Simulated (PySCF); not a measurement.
# Computed records: CH3BFO, CH3AlF, CH4Al

Calculation on a computer-drawn molecule: optimised geometry and harmonic frequencies of an isolated molecule of the commonest isotopes, restricted reference for singlets and unrestricted otherwise, frozen core in MP2. Program: PySCF 2.14.0.

```json
{"entry": 1, "formula": "CH3BFO", "start_structure": {"atoms_angstrom": [["C", 1.0033, -0.3579, -0.0307], ["O", 0.6754, 0.9139, -0.2813], ["B", -0.2851, 1.3251, -1.0956], ["F", -0.3889, 2.7403, -1.1529], ["H", 0.5037, -1.1633, -0.5368], ["H", 1.7619, -0.4545, 0.592], ["H", -0.968, 0.736, -1.8465]]}, "given": {"charge": 0, "multiplicity": 2, "method": "HF", "basis": "cc-pVDZ", "drawn_bonds_atom": [1, 2, 3, 1, 1, 3], "drawn_bonds_other_atom": [2, 3, 4, 5, 6, 7], "drawn_bonds_order": [1, 1, 1, 1, 1, 1]}, "results": {"optimised_atom_element": ["C", "O", "B", "F", "H", "H", "H"], "optimised_atom_x [angstrom]": [0.8993, 0.68, -0.2548, -0.4048, 0.5186, 1.803, -0.9391], "optimised_atom_y [angstrom]": [-0.3506, 0.9699, 1.391, 2.698, -1.075, -0.5404, 0.646], "optimised_atom_z [angstrom]": [0.03265, -0.229, -1.096, -1.242, -0.6768, 0.5909, -1.732], "modes_frequency [cm^-1]": [172.0, 200.1, 304.2, 539.6, 689.2, 1010, 1109, 1172, 1258, 1354, 1507, 1586, 2776, 3288, 3435], "modes_reduced_mass [dalton]": [1.275, 3.202, 3.627, 8.452, 1.311, 1.65, 2.513, 1.443, 1.862, 3.103, 5.488, 1.192, 1.096, 1.046, 1.125], "rotational_constants [GHz]": [54.49, 4.406, 4.083], "total_energy [hartree]": -238.6640, "spin_squared": 0.7598, "convergence_status_largest_gradient_component [hartree/bohr]": 5.394e-06}}
{"entry": 2, "formula": "CH3BFO", "start_structure": {"atoms_angstrom": [["C", 0.8993, -0.3506, 0.0327], ["O", 0.68, 0.9699, -0.229], ["B", -0.2548, 1.3908, -1.0956], ["F", -0.4048, 2.6984, -1.2423], ["H", 0.5186, -1.0745, -0.6768], ["H", 1.8032, -0.5404, 0.5909], ["H", -0.9391, 0.646, -1.7316]]}, "given": {"charge": 0, "multiplicity": 2, "method": "MP2", "basis": "cc-pVDZ", "drawn_bonds_atom": [1, 2, 3, 1, 1, 3], "drawn_bonds_other_atom": [2, 3, 4, 5, 6, 7], "drawn_bonds_order": [1, 1, 1, 1, 1, 1]}, "results": {"optimised_atom_element": ["C", "O", "B", "F", "H", "H", "H"], "optimised_atom_x [angstrom]": [0.9057, 0.7003, -0.2502, -0.437, 0.4689, 1.817, -0.9022], "optimised_atom_y [angstrom]": [-0.3469, 0.9958, 1.393, 2.71, -1.061, -0.5658, 0.6138], "optimised_atom_z [angstrom]": [0.02727, -0.2013, -1.097, -1.249, -0.675, 0.5818, -1.739], "modes_frequency [cm^-1]": [183.3, 219.5, 296.9, 517.6, 578.8, 950.1, 1053, 1118, 1184, 1295, 1436, 1503, 2717, 3205, 3364], "modes_reduced_mass [dalton]": [2.342, 1.457, 3.62, 8.298, 1.322, 1.644, 2.441, 1.435, 1.742, 3.679, 4.944, 1.22, 1.097, 1.045, 1.126], "rotational_constants [GHz]": [52.05, 4.352, 4.021], "total_energy [hartree]": -239.2298, "spin_squared": 0.7605, "convergence_status_largest_gradient_component [hartree/bohr]": 2.853e-05}}
{"entry": 3, "formula": "CH3AlF", "start_structure": {"atoms_angstrom": [["C", 0.5107, -1.0115, -0.3095], ["Al", 0.4249, 0.9456, -0.4382], ["F", 0.3614, 2.619, -0.4332], ["H", 1.5738, -1.2484, -0.5234], ["H", 0.1546, -1.3725, 0.5984], ["H", -0.1307, -1.3517, -1.1852]]}, "given": {"charge": 1, "multiplicity": 1, "method": "HF", "basis": "cc-pV(D+d)Z", "drawn_bonds_atom": [1, 2, 1, 1, 1], "drawn_bonds_other_atom": [2, 3, 4, 5, 6], "drawn_bonds_order": [1, 1, 1, 1, 1]}, "results": {"optimised_atom_element": ["C", "Al", "F", "H", "H", "H"], "optimised_atom_x [angstrom]": [0.5165, 0.4272, 0.3525, 1.554, 0.1566, -0.1119], "optimised_atom_y [angstrom]": [-0.9687, 0.9517, 2.558, -1.275, -1.321, -1.364], "optimised_atom_z [angstrom]": [-0.369, -0.4027, -0.431, -0.5188, 0.6001, -1.17], "modes_frequency [cm^-1]": [160.0, 160.0, 571.2, 800.9, 800.9, 1003, 1320, 1513, 1513, 3175, 3292, 3292], "modes_reduced_mass [dalton]": [6.061, 6.061, 5.543, 1.223, 1.223, 19.98, 1.168, 1.052, 1.052, 1.029, 1.105, 1.105], "rotational_constants [GHz]": [156.4, 4.564, 4.564], "total_energy [hartree]": -380.7737, "convergence_status_largest_gradient_component [hartree/bohr]": 4.877e-06}}
{"entry": 4, "formula": "CH3AlF", "start_structure": {"atoms_angstrom": [["C", 0.5165, -0.9687, -0.369], ["Al", 0.4272, 0.9517, -0.4027], ["F", 0.3525, 2.5576, -0.431], ["H", 1.5538, -1.2753, -0.5188], ["H", 0.1566, -1.3206, 0.6001], ["H", -0.1119, -1.3642, -1.1697]]}, "given": {"charge": 1, "multiplicity": 1, "method": "MP2", "basis": "cc-pV(D+d)Z", "drawn_bonds_atom": [1, 2, 1, 1, 1], "drawn_bonds_other_atom": [2, 3, 4, 5, 6], "drawn_bonds_order": [1, 1, 1, 1, 1]}, "results": {"optimised_atom_element": ["C", "Al", "F", "H", "H", "H"], "optimised_atom_x [angstrom]": [0.5165, 0.4276, 0.3518, 1.565, 0.1525, -0.119], "optimised_atom_y [angstrom]": [-0.9684, 0.942, 2.574, -1.277, -1.323, -1.367], "optimised_atom_z [angstrom]": [-0.369, -0.4026, -0.4313, -0.5205, 0.6108, -1.179], "modes_frequency [cm^-1]": [152.4, 152.4, 584.1, 742.2, 742.2, 967.8, 1213, 1412, 1412, 3077, 3203, 3203], "modes_reduced_mass [dalton]": [5.862, 5.863, 5.367, 1.234, 1.234, 18.1, 1.181, 1.05, 1.05, 1.03, 1.104, 1.104], "rotational_constants [GHz]": [153.0, 4.521, 4.521], "total_energy [hartree]": -381.1552, "convergence_status_largest_gradient_component [hartree/bohr]": 2.563e-05}}
{"entry": 5, "formula": "CH4Al", "start_structure": {"atoms_angstrom": [["C", -0.1744, 1.403, 0.589], ["Al", 1.2764, 0.0639, 0.8635], ["H", -1.2159, 1.0898, 0.8758], ["H", -0.0433, 2.3223, 1.1434], ["H", -0.2481, 1.7464, -0.4695], ["H", 1.2156, -1.3838, 0.2655]]}, "given": {"charge": 0, "multiplicity": 2, "method": "HF", "basis": "cc-pV(D+d)Z", "drawn_bonds_atom": [1, 1, 1, 1, 2], "drawn_bonds_other_atom": [2, 3, 4, 5, 6], "drawn_bonds_order": [1, 1, 1, 1, 1]}, "results": {"optimised_atom_element": ["C", "Al", "H", "H", "H", "H"], "optimised_atom_x [angstrom]": [-0.1721, 1.248, -1.149, -0.03788, -0.2218, 1.143], "optimised_atom_y [angstrom]": [1.427, 0.09481, 1.012, 2.368, 1.655, -1.316], "optimised_atom_z [angstrom]": [0.5969, 0.9385, 0.8763, 1.136, -0.4757, 0.1951], "modes_frequency [cm^-1]": [101.8, 494.5, 577.9, 630.7, 809.3, 1315, 1534, 1544, 1900, 3136, 3203, 3244], "modes_reduced_mass [dalton]": [1.059, 1.055, 1.166, 4.478, 1.258, 1.224, 1.054, 1.058, 1.044, 1.037, 1.098, 1.099], "rotational_constants [GHz]": [100.9, 11.22, 10.77], "total_energy [hartree]": -282.0771, "spin_squared": 0.7537, "convergence_status_largest_gradient_component [hartree/bohr]": 2.727e-05}}
{"entry": 6, "formula": "CH4Al", "start_structure": {"atoms_angstrom": [["C", -0.1721, 1.4275, 0.5969], ["Al", 1.2482, 0.0948, 0.9385], ["H", -1.1488, 1.0119, 0.8763], ["H", -0.0379, 2.3684, 1.1365], ["H", -0.2218, 1.6546, -0.4757], ["H", 1.1427, -1.3156, 0.1951]]}, "given": {"charge": 0, "multiplicity": 2, "method": "MP2", "basis": "cc-pV(D+d)Z", "drawn_bonds_atom": [1, 1, 1, 1, 2], "drawn_bonds_other_atom": [2, 3, 4, 5, 6], "drawn_bonds_order": [1, 1, 1, 1, 1]}, "results": {"optimised_atom_element": ["C", "Al", "H", "H", "H", "H"], "optimised_atom_x [angstrom]": [-0.169, 1.25, -1.153, -0.03845, -0.2186, 1.14], "optimised_atom_y [angstrom]": [1.428, 0.09367, 1.005, 2.379, 1.652, -1.315], "optimised_atom_z [angstrom]": [0.5994, 0.939, 0.8789, 1.141, -0.4836, 0.1932], "modes_frequency [cm^-1]": [114.7, 468.0, 530.2, 621.6, 770.3, 1211, 1435, 1446, 1885, 3059, 3149, 3190], "modes_reduced_mass [dalton]": [1.062, 1.05, 1.165, 4.503, 1.262, 1.228, 1.052, 1.057, 1.044, 1.037, 1.098, 1.1], "rotational_constants [GHz]": [99.72, 11.21, 10.76], "total_energy [hartree]": -282.2773, "spin_squared": 0.7537, "convergence_status_largest_gradient_component [hartree/bohr]": 2.564e-05}}
```
